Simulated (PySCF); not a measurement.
## How methods differ on the ionisation energy of Mo⁺

Mo⁺ [Kr] 4d5 (6S) → Mo²⁺ [Kr] 4d4 (5D), as a difference of total energies. Computed with PySCF 2.14 in def2-QZVPPD with the def2 core potential (28 electrons) (7s5p4d3f2g, 81 functions), with a scalar-relativistic core potential. Correlated levels: valence: 4s2 4p6 frozen; valence and next inner shell: nothing frozen outside the core potential. The calculations carry no spin-orbit coupling.

```tsv
method	ionisation energy (eV)
UHF	15.102
LDA	16.656
PBE	16.423
PBE0	16.285
r2SCAN	16.304
MN15	16.146
PBEsol	16.456
M06-2X	16.123
PW91	16.485
MP2 (valence)	15.776
SCS-MP2 (valence)	15.327
MP2 (valence and next inner shell)	16.128
SCS-MP2 (valence and next inner shell)	15.714
```

How much does correlation contribute at MP2 (valence and next inner shell)?

16.128 − (15.102) = 1.026 eV, measured against UHF.

The reference lies between the lowest fine-structure levels, while these numbers refer to the centres of the terms.

Errors of the correlated levels include the incompleteness of this basis and the frozen core.

For comparison: 16.16 ± 0.12 eV (semi-empirical (NIST evaluation); NIST Atomic Spectra Database, ionization energies).
